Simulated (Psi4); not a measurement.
Input file for Psi4: SAPT0/jun-cc-pV(D+d)Z on CH5BF3N (a complex).

```
memory 8100 MB

molecule dimer {
0 1
F    -0.55505574   -1.01569417    0.57119223
B    -0.06718219    0.21498355    0.94590464
F    -0.79610066    1.27626708    0.45882683
F     1.29214650    0.34956323    0.78141550
--
0 1
C     0.38816788   -0.76914121    3.36725158
N    -0.31008966    0.28887187    2.59839302
H     1.45353446   -0.68458375    3.17108300
H     0.03912694   -1.73448011    3.01094032
H     0.19445082   -0.67100368    4.43434607
H    -0.00889674    1.21176270    2.90284009
H    -1.31442962    0.24194592    2.75407406
units angstrom
symmetry c1
no_reorient
no_com
}

set {
  basis jun-cc-pV(D+d)Z
  scf_type df
  freeze_core true
}

energy('sapt0')
```

Output:

```
[...]
==> Input File <==

--------------------------------------------------------------------------
memory 8100 MB

molecule dimer {
0 1
F    -0.55505574   -1.01569417    0.57119223
B    -0.06718219    0.21498355    0.94590464
F    -0.79610066    1.27626708    0.45882683
F     1.29214650    0.34956323    0.78141550
--
0 1
C     0.38816788   -0.76914121    3.36725158
N    -0.31008966    0.28887187    2.59839302
H     1.45353446   -0.68458375    3.17108300
H     0.03912694   -1.73448011    3.01094032
H     0.19445082   -0.67100368    4.43434607
H    -0.00889674    1.21176270    2.90284009
H    -1.31442962    0.24194592    2.75407406
units angstrom
symmetry c1
no_reorient
no_com
}

set {
  basis jun-cc-pV(D+d)Z
  scf_type df
  freeze_core true
}

energy('sapt0')
--------------------------------------------------------------------------


   => Loading Basis Set <=

    Name: JUN-CC-PV(D+D)Z
    Role: ORBITAL
    Keyword: BASIS
    atoms 1, 3-4 entry F          line   290 file jun-cc-pv_dpd_z.gbs
    atoms 2      entry B          line   154 file jun-cc-pv_dpd_z.gbs
    atoms 5      entry C          line   188 file jun-cc-pv_dpd_z.gbs
    atoms 6      entry N          line   222 file jun-cc-pv_dpd_z.gbs
    atoms 7-11   entry H          line    60 file jun-cc-pv_dpd_z.gbs

   => Loading Basis Set <=

    Name: JUN-CC-PV(D+D)Z
    Role: ORBITAL
    Keyword: BASIS
    atoms 1, 3-4 entry F          line   290 file jun-cc-pv_dpd_z.gbs
    atoms 2      entry B          line   154 file jun-cc-pv_dpd_z.gbs
    atoms 5      entry C          line   188 file jun-cc-pv_dpd_z.gbs
    atoms 6      entry N          line   222 file jun-cc-pv_dpd_z.gbs
    atoms 7-11   entry H          line    60 file jun-cc-pv_dpd_z.gbs


  //>>>>>>>>>>>>>>>>>>>>>>>>>>>>>>>>>>>//
  //              Dimer HF             //
  //<<<<<<<<<<<<<<<<<<<<<<<<<<<<<<<<<<<//

   => Libint2 <=

    Primary   basis highest AM E, G, H:  7, 6, 3
    Auxiliary basis highest AM E, G, H:  7, 7, 4
    Onebody   basis highest AM E, G, H:  -, -, -
    Solid Harmonics ordering:            Gaussian


   => Loading Basis Set <=

    Name: JUN-CC-PV(D+D)Z
    Role: ORBITAL
    Keyword: BASIS
    atoms 1, 3-4 entry F          line   290 file jun-cc-pv_dpd_z.gbs
    atoms 2      entry B          line   154 file jun-cc-pv_dpd_z.gbs
    atoms 5      entry C          line   188 file jun-cc-pv_dpd_z.gbs
    atoms 6      entry N          line   222 file jun-cc-pv_dpd_z.gbs
    atoms 7-11   entry H          line    60 file jun-cc-pv_dpd_z.gbs


         ---------------------------------------------------------
                                   SCF
               by Justin Turney, Rob Parrish, Andy Simmonett
                          and Daniel G. A. Smith
                              RHF Reference
                        4 Threads,   7724 MiB Core
         ---------------------------------------------------------

  ==> Geometry <==

    Molecular point group: c1
    Full point group: C1

    Geometry (in Angstrom), charge = 0, multiplicity = 1:

       Center              X                  Y                   Z               Mass
    ------------   -----------------  -----------------  -----------------  -----------------
         F           -0.555055740000    -1.015694170000     0.571192230000    18.998403162730
         B           -0.067182190000     0.214983550000     0.945904640000    11.009305360000
         F           -0.796100660000     1.276267080000     0.458826830000    18.998403162730
         F            1.292146500000     0.349563230000     0.781415500000    18.998403162730
         C            0.388167880000    -0.769141210000     3.367251580000    12.000000000000
         N           -0.310089660000     0.288871870000     2.598393020000    14.003074004430
         H            1.453534460000    -0.684583750000     3.171083000000     1.007825032230
         H            0.039126940000    -1.734480110000     3.010940320000     1.007825032230
         H            0.194450820000    -0.671003680000     4.434346070000     1.007825032230
         H           -0.008896740000     1.211762700000     2.902840090000     1.007825032230
         H           -1.314429620000     0.241945920000     2.754074060000     1.007825032230

  Running in c1 symmetry.

  Rotational constants: A =      0.13839  B =      0.04518  C =      0.04347 [cm^-1]
  Rotational constants: A =   4148.77771  B =   1354.59540  C =   1303.20874 [MHz]
  Nuclear repulsion =  262.438315805979244

  Charge       = 0
  Multiplicity = 1
  Electrons    = 50
  Nalpha       = 25
  Nbeta        = 25

  ==> Algorithm <==

  SCF Algorithm Type is DF.
  DIIS enabled.
  MOM disabled.
  Fractional occupation disabled.
  Guess Type is SAD.
  Energy threshold   = 1.00e-08
  Density threshold  = 1.00e-08
  Integral threshold = 1.00e-12

  ==> Primary Basis <==

  Basis Set: JUN-CC-PV(D+D)Z
    Blend: JUN-CC-PV(D+D)Z
    Number of shells: 63
    Number of basis functions: 133
    Number of Cartesian functions: 139
[...]
ing the SCF density matrix


 Multipole Moments:

 ------------------------------------------------------------------------------------
     Multipole            Electronic (a.u.)      Nuclear  (a.u.)        Total (a.u.)
 ------------------------------------------------------------------------------------

 L = 1.  Multiply by 2.5417464519 to convert [e a0] to [Debye]
 Dipole X            :         -1.0899554            0.9867498           -0.1032055
 Dipole Y            :          8.0440419           -7.9918466            0.0521953
 Dipole Z            :       -102.7377998          103.3029070            0.5651072
 Magnitude           :                                                    0.5768205

 ------------------------------------------------------------------------------------

  Constructing Basis Sets for SAPT...

   => Loading Basis Set <=

    Name: (JUN-CC-PV(D+D)Z AUX)
    Role: RIFIT
    Keyword: DF_BASIS_SAPT
    atoms 1, 3-4 entry F          line   232 file jun-cc-pvdz-ri.gbs
    atoms 2      entry B          line    56 file jun-cc-pvdz-ri.gbs
    atoms 5      entry C          line   100 file jun-cc-pvdz-ri.gbs
    atoms 6      entry N          line   144 file jun-cc-pvdz-ri.gbs
    atoms 7-11   entry H          line    30 file jun-cc-pvdz-ri.gbs

   => Loading Basis Set <=

    Name: (JUN-CC-PV(D+D)Z AUX)
    Role: JKFIT
    Keyword: DF_BASIS_ELST
    atoms 1, 3-4 entry F          line   314 file jun-cc-pvdz-jkfit.gbs
    atoms 2      entry B          line    90 file jun-cc-pvdz-jkfit.gbs
    atoms 5      entry C          line   146 file jun-cc-pvdz-jkfit.gbs
    atoms 6      entry N          line   202 file jun-cc-pvdz-jkfit.gbs
    atoms 7-11   entry H          line    70 file jun-cc-pvdz-jkfit.gbs


  //>>>>>>>>>>>>>>>>>>>>>>>>>>>>>>>>>>>//
  //               SAPT0               //
  //<<<<<<<<<<<<<<<<<<<<<<<<<<<<<<<<<<<//



        SAPT0
    Ed Hohenstein
     6 June 2009

      Orbital Information
  --------------------------
    NSO        =       133
    NMO        =       133
    NRI        =       460
    NRI (Elst) =       589
    NOCC A     =        16
    NOCC B     =         9
    FOCC A     =         4
    FOCC B     =         2
    NVIR A     =       117
    NVIR B     =       124

    Elst10,r            =    -0.165392334622 [Eh]
    Exch10              =     0.193014908457 [Eh]
    Exch10 (S^2)        =     0.178817720367 [Eh]

    Maxiter = 50
    CPHF R converge = 1.000000E-08

    Iter     Energy [mEh]          dE [mEh]         Residual      Time [s]
       1     -18.51535233      18.515352329     2.128570e-02             0
       2     -21.87801815       3.362665825     5.451364e-03             0
       3     -22.08790892       0.209890768     1.492686e-03             0
       4     -21.99313402      -0.094774900     3.944374e-04             0
       5     -21.99334467       0.000210652     1.204817e-04             0
       6     -21.99868177       0.005337094     1.587630e-05             0
       7     -21.99828621      -0.000395562     4.497075e-06             0
       8     -21.99825362      -0.000032584     1.188198e-06             0
       9     -21.99827744       0.000023824     2.835493e-07             0
      10     -21.99827387      -0.000003570     6.924617e-08             0
      11     -21.99827404       0.000000167     1.498704e-08             0
      12     -21.99827417       0.000000129     3.087429e-09             0

    CHF Iterations converged

    Maxiter = 50
    CPHF R converge = 1.000000E-08

    Iter     Energy [mEh]          dE [mEh]         Residual      Time [s]
       1    -161.23482449     161.234824489     8.107075e-02             0
       2    -211.16376606      49.928941576     2.667916e-02             0
       3    -214.09840436       2.934638300     7.767155e-03             0
       4    -213.29538961      -0.803014759     2.409768e-03             0
       5    -213.00953675      -0.285852861     5.321044e-04             0
       6    -213.06519155       0.055654808     1.648757e-04             0
       7    -213.07944895       0.014257392     3.870798e-05             0
       8    -213.07469901      -0.004749936     9.842215e-06             0
       9    -213.07542101       0.000721997     2.224711e-06             0
      10    -213.07534678      -0.000074225     3.455183e-07             0
      11    -213.07534435      -0.000002433     6.366744e-08             0
      12    -213.07534732       0.000002968     1.805110e-08             0
      13    -213.07534677      -0.000000547     2.494385e-09             0

    CHF Iterations converged

    Ind20,r (A<-B)      =    -0.021998274171 [Eh]
    Ind20,r (B<-A)      =    -0.213075346769 [Eh]
    Ind20,r             =    -0.235073620940 [Eh]
    Exch-Ind20,r (A<-B) =     0.016544327297 [Eh]
    Exch-Ind20,r (B<-A) =     0.124900798647 [Eh]
    Exch-Ind20,r        =     0.141445125944 [Eh]
    Disp20              =    -0.028167846741 [Eh]
    Disp20 (SS)         =    -0.014083923371 [Eh]
    Disp20 (OS)         =    -0.014083923371 [Eh]
    Exch-Disp20         =     0.007445079161 [Eh]
    Exch-Disp20 (SS)    =     0.004312510913 [Eh]
    Exch-Disp20 (OS)    =     0.003132568248 [Eh]

    SAPT Results
  --------------------------------------------------------------------------------------------------------
    Electrostatics               -165.39233462 [mEh]    -103.78525687 [kcal/mol]    -434.23751473 [kJ/mol]
      Elst10,r                   -165.39233462 [mEh]    -103.78525687 [kcal/mol]    -434.23751473 [kJ/mol]

    Exchange                      193.01490846 [mEh]     121.11868364 [kcal/mol]     506.76057234 [kJ/mol]
      Exch10                      193.01490846 [mEh]     121.11868364 [kcal/mol]     506.76057234 [kJ/mol]
      Exch10(S^2)                 178.81772037 [mEh]     112.20981361 [kcal/mol]     469.48586014 [kJ/mol]

    Induction                    -111.17245811 [mEh]     -69.76177069 [kcal/mol]    -291.88324856 [kJ/mol]
      Ind20,r                    -235.07362094 [mEh]    -147.51092418 [kcal/mol]    -617.18570675 [kJ/mol]
      Exch-Ind20,r                141.44512594 [mEh]      88.75815655 [kcal/mol]     371.36412700 [kJ/mol]
      delta HF,r (2)              -17.54396312 [mEh]     -11.00900306 [kcal/mol]     -46.06166882 [kJ/mol]

    Dispersion                    -20.72276758 [mEh]     -13.00373298 [kcal/mol]     -54.40761879 [kJ/mol]
      Disp20                      -28.16784674 [mEh]     -17.67559069 [kcal/mol]     -73.95467143 [kJ/mol]
      Exch-Disp20                   7.44507916 [mEh]       4.67185771 [kcal/mol]      19.54705264 [kJ/mol]
      Disp20 (SS)                 -14.08392337 [mEh]      -8.83779534 [kcal/mol]     -36.97733572 [kJ/mol]
      Disp20 (OS)                 -14.08392337 [mEh]      -8.83779534 [kcal/mol]     -36.97733572 [kJ/mol]
      Exch-Disp20 (SS)              4.31251091 [mEh]       2.70614145 [kcal/mol]      11.32249584 [kJ/mol]
      Exch-Disp20 (OS)              3.13256825 [mEh]       1.96571625 [kcal/mol]       8.22455680 [kJ/mol]

  Total HF                        -83.54988428 [mEh]     -52.42834392 [kcal/mol]    -219.36019095 [kJ/mol]
  Total SAPT0                    -104.27265186 [mEh]     -65.43207690 [kcal/mol]    -273.76780974 [kJ/mol]

  Special recipe for scaled SAPT0 (see Manual):
    Electrostatics sSAPT0        -165.39233462 [mEh]    -103.78525687 [kcal/mol]    -434.23751473 [kJ/mol]
    Exchange sSAPT0               193.01490846 [mEh]     121.11868364 [kcal/mol]     506.76057234 [kJ/mol]
    Induction sSAPT0              -74.73685936 [mEh]     -46.89808729 [kcal/mol]    -196.22159722 [kJ/mol]
    Dispersion sSAPT0             -18.80495023 [mEh]     -11.80028442 [kcal/mol]     -49.37239002 [kJ/mol]
  Total sSAPT0                    -65.91923575 [mEh]     -41.36494494 [kcal/mol]    -173.07092962 [kJ/mol]
  --------------------------------------------------------------------------------------------------------



*** Psi4 exiting successfully. Buy a developer a beer!
```

The run finished.

Cost: around 40 core-seconds (rough).
